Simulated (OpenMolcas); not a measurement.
# Co2+, Rh2+, Ir2+: d7 down the group

| Item | Value |
| --- | --- |
| Program | OpenMolcas |
| Method | MS-CASPT2, IPEA 0.25 Eh, imaginary shift 0.1 Eh |
| Basis | ANO-RCC-VTZP |
| Scalar Hamiltonian | DKH2, point nucleus |
| Spin-orbit coupling | RASSI with atomic mean-field integrals over the reference wave functions, term energies averaged over their components |

Active space for each ion: 7 electrons in 6 orbitals (d s); closed shells correlated by CASPT2: Co2+ 3s 3p; Rh2+ 4s 4p; Ir2+ 5s 5p.

Computed levels in cm-1 above 4F 9/2:

```
                               Level   Co2+   Rh2+   Ir2+
                              4F 7/2    939   2220   8050
                              4P 5/2  15170  11230  12390
                              4P 1/2  15860  12710  15910
                              2G 9/2  15870  13280  16380
                              2G 7/2  16740  15370  20980
                              2P 1/2  19580  18310  27690
                             2H 11/2  21940  18130  22150
                           2D 5/2(1)  22070  18590  23990
                              2H 9/2  22720  20290  30050
weight of 4F in the lowest level (%)    100     98     84
```

Mixed levels, with the weight of the term that names them: Ir2+ 4P 5/2 (62 %), Ir2+ 2G 9/2 (58 %), Ir2+ 2G 7/2 (71 %), Ir2+ 2P 1/2 (69 %), Ir2+ 2D 5/2(1) (70 %), Ir2+ 2H 9/2 (74 %).

Measured, with the error of the calculation in %. Measured levels: Co2+ from Sugar and Corliss, J. Phys. Chem. Ref. Data 10, 1097 (1981); Rh2+ from the list in Shadmi, J. Res. Natl. Bur. Stand. 70A, 435 (1966).

```tsv
Level	Co2+	Rh2+
4F 7/2	841 (+11.6)	2148 (+3.5)
4P 5/2	15202 (-0.2)	11062 (+1.6)
4P 1/2	15811 (+0.3)	
2G 9/2	16978 (-6.5)	
2G 7/2	17766 (-5.8)	
2H 11/2	22720 (-3.4)	
2D 5/2(1)	23059 (-4.3)	
2H 9/2	23434 (-3.1)
```

The fine-structure level 4F 7/2 changes by a factor of 8.57 from Co2+ to Ir2+.

Without spin-orbit coupling 4P lies 14550, 9800, 6380 cm-1 above 4F in that order; the difference to the level 4P 5/2, of either sign, comes from spin-orbit coupling, which also lowers the zero.

Term energies are means over components that CASPT2 splits; among the terms shown or strongly mixed into the levels shown the widest spread is 1600 cm-1 (3d7 4F, Co2+). Blocks of more than 70 roots (2S+1 = 2 even) ran without multistate coupling. Some high roots are left out of the spin-orbit mixing, which shifts the levels that they would mix with. Measured partners are found by configuration, term and J. A level has none where our copy of the source lacks it or the pairing is in doubt (some pairs that miss far off the trend of their configuration count as doubtful), and it then counts in no deviation. Only configurations of the active space appear.

A number in round brackets counts repeated terms of one configuration in the order of the reference energies.
